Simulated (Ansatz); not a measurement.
Born–Oppenheimer molecular dynamics of ClF$_{2}$GeH$_{3}$S (8 atoms, charge 0, multiplicity 1). It starts at the highest image of a converged band, a first-order saddle point between two minima.

The calculation used Ansatz, RKS BLYP-D4/def2-SVP.

```json
{"ensemble": "NVE (velocity Verlet)", "time step": "0.5 fs", "steps asked": "200", "starting velocities drawn for": "100 K", "seed": "8057"}
```

First frame:

```xyz
8
Properties=species:S:1:pos:R:3
Ge 0.116 -0.300 -0.143
F 0.110 -0.051 1.891
H 1.464 0.259 -0.646
F -0.972 1.087 -0.098
Cl -1.096 -1.510 -1.527
S 1.069 -2.369 0.997
H -0.127 -3.021 0.971
H 0.547 -1.122 1.961
```

How far do the bonds stretch over the last three quarters of this one trajectory? (Pairs bonded in most of those frames.)


| bond | mean (Å) | spread (Å) | shortest | longest |
| --- | --- | --- | --- | --- |
| Ge1–F2 | 1.822 | 0.098 | 1.68 | 2.02 |
| Ge1–H3 | 1.541 | 0.003 | 1.54 | 1.55 |
| Ge1–F4 | 1.758 | 0.013 | 1.74 | 1.78 |
| Ge1–Cl5 | 2.207 | 0.031 | 2.16 | 2.24 |
| S6–H7 | 1.362 | 0.011 | 1.35 | 1.38 |
| S6–H8 | 1.377 | 0.031 | 1.33 | 1.44 |

Mean temperature of the second half: 912 K. The conserved energy stayed within 0.025 meV per atom of its start (net change 0.0017 meV per atom), so the integration is sound. The kinetic energy rose, since the run started high on the potential surface and went downhill. It ends in pieces (ClF2GeH + H2S), so much of that is their flight and rotation, not heat. A run of 0.1 ps of so small a system gives no equilibrium averages. The orbitals stay closed-shell, which can raise the energy where a bond breaks towards radicals; this wasn't checked here.

Run time: 3.6 min on 4 threads of Arm Neoverse V1, on a shared host, peak memory 0.17 GiB.
